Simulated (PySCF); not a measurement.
Vertical excitation energies

Species: C5H5F3N2.
Atom-mapped SMILES: `[CH2:1]=[CH:2]/[C:3](=[N:4]/[N:5]=[CH2:6])[C:7]([F:8])([F:9])[F:10]` (hydrogens: H11, H12 on C1; H13 on C2; H14, H15 on C6)

Geometry (GFN2-xTB, Å), atoms numbered from 1 in this order:
```xyz
15
C5H5F3N2 angstrom
C     -2.3322   -1.1751    0.4052
C     -1.7899   -0.0169    0.0406
C     -0.3651    0.2472    0.0385
N      0.4905   -0.6413    0.3685
N      1.7133   -0.6150    0.6370
C      2.7729   -0.9847    0.0718
C      0.0376    1.6408   -0.4091
F     -0.3227    1.8808   -1.6860
F      1.3594    1.8562   -0.3421
F     -0.5470    2.6021    0.3279
H     -1.7192   -1.9989    0.7270
H     -3.3967   -1.3240    0.3934
H     -2.4074    0.8095   -0.2828
H      3.6751   -0.9881    0.6584
H      2.8269   -1.2847   -0.9701
```

Computed with TDDFT CAM-B3LYP/def2-SVPD, vertical, gas phase, core orbitals frozen in the response (PySCF).

```tsv
state	E (eV)	E (kJ/mol)	λ (nm)	f	|μ| (D)	main configurations (H = HOMO, L = LUMO)
S1	4.31	416	287.4	0.033	1.43	H-1→L (82%), H→L (11%)
S2	4.57	441	271.5	0.175	3.18	H→L (55%), H→L+1 (25%), H-1→L (14%)
S3	4.98	481	248.8	0.206	3.30	H→L+1 (61%), H→L (32%)
S4	6.44	621	192.5	0.245	3.17	H-1→L+1 (63%), H-2→L (31%)
S5	6.83	659	181.7	0.209	2.84	H-2→L (49%), H-1→L+1 (24%), H→L+2 (14%)
S6	6.87	662	180.6	0.040	1.24	H→L+2 (70%), H-2→L (9%)
S7	7.34	709	168.8	0.070	1.59	H→L+3 (65%), H→L+5 (11%)
S8	7.40	714	167.5	0.0053	0.44	H-3→L (80%), H→L+3 (9%)
```

Triplets (Tamm–Dancoff): T1 2.59 eV, H→L (93%); T2 3.69 eV, H-1→L (82%), H-1→L+1 (10%); T3 4.10 eV, H→L+1 (50%), H-1→L+1 (30%).

The lowest singlet lies at 4.31 eV (287 nm, ultraviolet) and is of moderate strength; its leading configuration is HOMO-1→LUMO (82%). The strongest level in the table is S4 at 6.44 eV (192 nm, f = 0.245). Löwdin shares by element: HOMO nitrogen 38%, carbon 33% or more (atoms not listed hold the other 29%); LUMO carbon 46% or more, nitrogen 23% or more (atoms not listed hold the other 31%). The listed states span 3.09 eV, and the widest gap between neighbours is 1.46 eV (S3 to S4). Of the 8 states listed, 7 reach f = 0.01 and none stays under 0.0005. The oscillator strengths of these states sum to 0.983; summed over the whole spectrum of an exact calculation they would give the number of electrons, 76 (Thomas–Reiche–Kuhn). Singlets were solved by full linear response, triplets in the Tamm–Dancoff approximation.

One conformer stands for the species.
